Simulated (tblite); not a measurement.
Species: C4H11AsGaN.
Bonds: N1–C2 (triple), C2–C3, C3–C4, C4–C5, C5–Ga6, Ga6–As7. Hydrogens: H8, H9 on C3; H10, H11 on C4; H12, H13 on C5; H14, H15 on Ga6; H16, H17, H18 on As7.
Bond orders are those of one Lewis drawing.

Computed with GFN2-xTB (tblite), gas phase: L-BFGS steps from a force-field or distance-geometry start until the largest atomic force falls under 0.01 eV/Å.

Step 31: E = -559.9102 eV
```
atom  x, y, z in Å  |  force x, y, z in eV/Å
N1     -3.5932    0.9563   -2.2614    0.008   0.015  -0.061
C2     -3.0575    0.7539   -1.2724    0.041  -0.024   0.006
C3     -2.3881    0.4897   -0.0260   -0.037   0.014   0.031
C4     -0.9989   -0.1359   -0.2229    0.004   0.005   0.012
C5     -0.3187   -0.4363    1.1167    0.017  -0.011   0.051
Ga6     1.3960   -1.4990    0.8394    0.015   0.007  -0.002
As7     2.8633    0.5042   -0.5273   -0.005   0.008  -0.007
H8     -3.0216   -0.1902    0.5524    0.006  -0.011   0.028
H9     -2.3061    1.4328    0.5228    0.025   0.010   0.023
H10    -1.1028   -1.0591   -0.8041   -0.006  -0.031  -0.013
H11    -0.3689    0.5522   -0.8045    0.012  -0.001  -0.047
H12    -0.1058    0.5056    1.6432    0.010   0.026   0.000
H13    -1.0182   -0.9814    1.7646   -0.051  -0.028  -0.009
H14     2.4748   -1.6478    1.9777    0.006  -0.006  -0.027
H15     1.5390   -2.5375   -0.3343   -0.011   0.036   0.010
H16     2.4710    1.9375   -0.7079   -0.001   0.003  -0.003
H17     4.2346    0.9254   -0.1198   -0.021  -0.012  -0.001
H18     3.2924    0.4357   -1.9547   -0.012   0.000   0.008
```

Step 32: E = -559.9108 eV
```
atom  x, y, z in Å  |  force x, y, z in eV/Å
N1     -3.5839    0.9567   -2.2645    0.005   0.015  -0.063
C2     -3.0526    0.7535   -1.2732    0.037  -0.024  -0.010
C3     -2.3874    0.4894   -0.0251   -0.032   0.016   0.034
C4     -0.9982   -0.1382   -0.2194   -0.019   0.020  -0.009
C5     -0.3180   -0.4368    1.1199   -0.007  -0.004   0.039
Ga6     1.3929   -1.4987    0.8397    0.060  -0.018  -0.006
As7     2.8602    0.5086   -0.5294    0.009   0.008  -0.008
H8     -3.0248   -0.1876    0.5525    0.015  -0.015   0.031
H9     -2.3059    1.4338    0.5210    0.032   0.012   0.034
H10    -1.1044   -1.0625   -0.7981   -0.002  -0.037  -0.016
H11    -0.3689    0.5478   -0.8046    0.015  -0.003  -0.039
H12    -0.1062    0.5049    1.6464    0.006   0.030   0.007
H13    -1.0185   -0.9837    1.7644   -0.054  -0.028   0.016
H14     2.4755   -1.6502    1.9760   -0.002  -0.004  -0.036
H15     1.5344   -2.5371   -0.3362   -0.013   0.045   0.018
H16     2.4723    1.9433   -0.7108    0.002  -0.001  -0.003
H17     4.2335    0.9254   -0.1202   -0.037  -0.015  -0.006
H18     3.2911    0.4379   -1.9568   -0.015   0.002   0.018
```

Problem. Estimate the geometry and energy of step 33. (The exact step hangs on the optimiser's Hessian estimate; all steps are aligned on step 32, rigid shifts and turns removed.)

Solution. E = -559.9117 eV, largest force 0.104 eV/Å
```
atom  x, y, z in Å  |  force x, y, z in eV/Å
N1     -3.5706    0.9574   -2.2696    0.015   0.008  -0.043
C2     -3.0456    0.7527   -1.2750    0.018  -0.015  -0.034
C3     -2.3870    0.4893   -0.0234   -0.012   0.014   0.022
C4     -0.9975   -0.1412   -0.2148   -0.041   0.026  -0.030
C5     -0.3172   -0.4376    1.1250   -0.039   0.005   0.012
Ga6     1.3899   -1.4987    0.8398    0.098  -0.035  -0.009
As7     2.8559    0.5147   -0.5323    0.015   0.004  -0.006
H8     -3.0287   -0.1844    0.5534    0.027  -0.014   0.030
H9     -2.3052    1.4356    0.5193    0.035   0.009   0.041
H10    -1.1066   -1.0679   -0.7900    0.003  -0.029  -0.011
H11    -0.3687    0.5416   -0.8056    0.009  -0.012  -0.019
H12    -0.1067    0.5045    1.6511   -0.003   0.023   0.015
H13    -1.0196   -0.9875    1.7644   -0.047  -0.016   0.041
H14     2.4766   -1.6535    1.9731   -0.005  -0.003  -0.043
H15     1.5277   -2.5358   -0.3387   -0.013   0.051   0.024
H16     2.4742    1.9513   -0.7148    0.006  -0.005  -0.004
H17     4.2313    0.9250   -0.1208   -0.049  -0.015  -0.011
H18     3.2890    0.4408   -1.9594   -0.017   0.004   0.025
```

The energy changes by -0.0009 eV. The first-order estimate −F·Δx gives -0.0012 eV and the mean of the old and new forces, exact on a quadratic surface, -0.0009 eV. The step makes an angle of 76° with the force vector and moves no atom by more than 0.014 Å.

The cost below is that of the whole relaxation. On Arm Neoverse N1, one thread, shared host, this took 1.4 s.
